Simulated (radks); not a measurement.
Zr4+, 36 electrons, occupied as [Ar] 3d9 4s2 4p6 4d1 (not the ground configuration). Method: Dirac Kohn-Sham, PBE, spin-unpolarised, spherical densities, finite nucleus; open shells are shared between the two j in proportion to 2j + 1; Fermi nuclear charge, rms radius 4.2694 fm; computed with a radial shooting solver on a logarithmic mesh with Libxc functionals.

Spin-orbit splittings of the eigenvalues, e(l+1/2) - e(l-1/2), with zeta = 2 splitting/(2l+1) and mean radii in bohr:

shell  occ.  splitting (eV)  zeta (eV)  <r> j=l-1/2  <r> j=l+1/2
2p        6           85.85      57.23       0.1386       0.1430
3p        6           14.01      9.342       0.4500       0.4601
3d        9           2.604      1.042       0.4406       0.4439
4p        6           2.107      1.405        1.253        1.278
4d        1          0.2546     0.1018        1.608        1.617
